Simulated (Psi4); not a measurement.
vinyl chloride (C2H3Cl), singlet, at a GFN2-xTB geometry, atoms displaced at random by about 0.05 Å a coordinate; B3LYP/STO-3G run with Psi4.

The Psi4 input:
```
memory 2 GB

molecule {
0 1
C     0.04700996    0.87737816    0.04567010
C     1.34905697    1.04329113    0.02732165
Cl   -0.57792439   -0.75657011    0.01204856
H    -0.80303482    1.52384806   -0.03958230
H     1.99051864    0.26911808    0.02130867
H     1.63705734    2.02413678    0.02477562
}

set {
  basis sto-3g
  g_convergence gau
}

optimize('b3lyp')
print_variables()
```

### Question
What does Psi4 print? Leave out banner, timings and long lists.

### Answer

```
gradient() will perform analytic gradient computation.

   => Loading Basis Set <=

    Name: STO-3G
    Role: ORBITAL
    Keyword: BASIS

         ---------------------------------------------------------
                                   SCF
               by Justin Turney, Rob Parrish, Andy Simmonett
                          and Daniel G. A. Smith
                              RKS Reference
         ---------------------------------------------------------

  ==> Geometry <==

    Molecular point group: c1
    Full point group: C1

    Geometry (in Angstrom), charge = 0, multiplicity = 1:

       Center              X                  Y                   Z               Mass
    ------------   -----------------  -----------------  -----------------  -----------------
         C            0.056848377615     0.870302854895     0.024638817022    12.000000000000
         C            1.358895387615     1.036215824895     0.006290367022    12.000000000000
         CL          -0.568085972385    -0.763645415105    -0.008982722978    34.968852682000
         H           -0.793196402385     1.516772754895    -0.060613582978     1.007825032230
         H            2.000357057615     0.262042774895     0.000277387022     1.007825032230
         H            1.646895757615     2.017061474895     0.003744337022     1.007825032230

  Running in c1 symmetry.

  Rotational constants: A =      1.80683  B =      0.20959  C =      0.18784 [cm^-1]
  Rotational constants: A =  54167.51546  B =   6283.33396  C =   5631.41285 [MHz]
  Nuclear repulsion =   90.064887629872317

  Charge       = 0
  Multiplicity = 1
  Electrons    = 32
  Nalpha       = 16
  Nbeta        = 16

  ==> Algorithm <==

  SCF Algorithm Type is DF.
  DIIS enabled.
  MOM disabled.
  Fractional occupation disabled.
  Guess Type is SAD.
  Energy threshold   = 1.00e-08
  Density threshold  = 1.00e-08
  Integral threshold = 1.00e-12

  ==> Primary Basis <==

  Basis Set: STO-3G
    Blend: STO-3G
    Number of shells: 14
    Number of basis functions: 22
    Number of Cartesian functions: 22
    Spherical Harmonics?: true
    Max angular momentum: 1

  ==> DFT Potential <==

   => LibXC <=

    Version 7.1.2
    S. Lehtola, C. Steigemann, M. J. T. Oliveira, and M. A. L. Marques,  SoftwareX 7, 1–5 (2018) (10.1016/j.softx.2017.11.002)

   => Composite Functional: B3LYP <=

    B3LYP Hyb-GGA Exchange-Correlation Functional

[...]
  @DF-RKS Final Energy:  -532.19011897682890
    Total Energy =                       -532.1901189768288987
  @DF-RKS Final Energy:  -532.21126401580466
    Total Energy =                       -532.2112640158046588
  @DF-RKS Final Energy:  -532.21192801292887
    Total Energy =                       -532.2119280129288654
  @DF-RKS Final Energy:  -532.21198139720514
    Total Energy =                       -532.2119813972051361
  @DF-RKS Final Energy:  -532.21198794580368
    Total Energy =                       -532.2119879458036849
  @DF-RKS Final Energy:  -532.21198852589089
    Total Energy =                       -532.2119885258908880
[...]
	           D(3,1,2,5)      -0.00690        0.00000        0.00899       0.00209
	           D(3,1,2,6)     180.00633       -0.00000       -0.00481     180.00152
	           D(4,1,2,5)    -179.99703       -0.00000       -0.00205    -179.99908
	           D(4,1,2,6)       0.01620       -0.00000       -0.01620       0.00000
	-------------------------------------------------------------------------------

	                                 ==> Convergence Check <==

	Measures of convergence in internal coordinates in au.

	Criteria marked as inactive (o), active & met (*), and active & unmet ( ).

	----------------------------------------------------------------------------------------------
	   Step    Total Energy     Delta E     Max Force     RMS Force      Max Disp      RMS Disp
	----------------------------------------------------------------------------------------------
	  Convergence Criteria              o    4.50e-04 *    3.00e-04 *    1.80e-03 *    1.20e-03 *
	----------------------------------------------------------------------------------------------
	     6    -532.21198853   -5.80e-07 o    3.23e-05 *    1.68e-05 *    2.83e-04 *    1.38e-04 *  ~
	----------------------------------------------------------------------------------------------

Next Geometry in Ang
	Fragment 1 (Ang)

	    C   0.0769786100   0.8708418398  -0.0071518460
	    C   1.3886479833   1.1187563019   0.0088022625
	   Cl  -0.5948010736  -0.8013953457  -0.0007359958
	    H  -0.7092477676   1.6407049186  -0.0253664981
	    H   2.1402301078   0.3203914898   0.0267874588
	    H   1.7515051879   2.1548500329   0.0041079680

    Final optimized geometry and variables:
    Molecular point group: c1
    Full point group: C1

    Geometry (in Angstrom), charge = 0, multiplicity = 1:

    C            0.076928469187     0.870938365569    -0.007113938909
    C            1.388586246165     1.118807435591     0.008745738802
    CL          -0.594629371358    -0.801427113589    -0.000719377490
    H           -0.709412879596     1.640677507136    -0.025402081772
    H            2.140100364111     0.320344806116     0.026776557519
    H            1.751740219332     2.154808236583     0.004156451343

  Variable Map:
  ----------------------------------------------------------------------------
[...]
  Array Variable Map:
  ----------------------------------------------------------------------------
[...]
Optimizer: Optimization complete!
```
